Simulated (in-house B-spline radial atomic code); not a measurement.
**Removing one electron from the bismuth ion Bi¹⁹⁺**

Closed shell [Kr] 4d10 4f14 5s2 (5p1/2)2. Computed with a B-spline radial code for spherical atoms: Koopmans values of Dirac-Hartree-Fock plus a diagonal self-energy, in second order or with its direct term screened (direct RPA, with the hole-particle interaction, or full time-dependent Hartree-Fock), linearised in energy; no-pair Dirac-Coulomb Hamiltonian, finite nucleus. Shifts add to the Koopmans value (the ΔSCF shift is orbital relaxation alone); the final value takes TDHF screening with Breit and QED.

The shells are closed in jj coupling only; the real ground state mixes other jj configurations.

Command:
```bash
python run_mb.py task.json out
```
Settings (nuclear radius in fm, box in bohr, cutoff in hartree; a minus after a letter marks j = l - 1/2):
```
basis_form          2
Z                   83
core_configuration  [Kr] 4d10 4f14 5s2 5p-2
rms_radius          5.5211
mass_number         209
speed_of_light      137.036
box_radius          4.829
lmax                7
intervals           58
virtual_cutoff      27556.0
```

Run time, properties included: 82 s on 1 thread of Intel(R) Xeon(R) 6975P-C, with other jobs on the host.

Energies in eV:

```csv
subshell,Koopmans,ΔSCF shift,second order,direct RPA,hole-particle,TDHF,Breit + QED,final
5p1/2,505.54,-0.513,?,?,?,?,?,?
```

Problem. What does the self-energy do to 5p1/2?

Solution. It shifts the removal energy by 1.468 eV in second order, 1.370 with direct RPA, 1.417 with the hole-particle term and 1.459 with TDHF screening (quasi-particle weight 0.990); Breit and QED add -0.764 eV. The final value is 506.24 eV, against 520 ± 30 eV (NIST, tabulated theory).
